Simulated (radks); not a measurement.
Task: The rhenium ion Re10+ is in [Kr] 4d10 4f14 5s2 5p3. Calculated with a radial shooting solver on a logarithmic mesh with Libxc functionals: scalar-relativistic Kohn-Sham, BLYP, spin-polarised, spherical densities, finite nucleus; Fermi nuclear charge, rms radius of each element as measured or else 0.836 A^(1/3) + 0.57 fm. Open shells are filled with parallel spins first. One electron is removed from 5s, 4f, 4d, 5p in turn, with full relaxation. Which removal costs least, and what does each cost?

Result: 5p 209.04 eV; 4f 220.70 eV; 5s 248.83 eV; 4d 435.74 eV. The 5p electron leaves first.
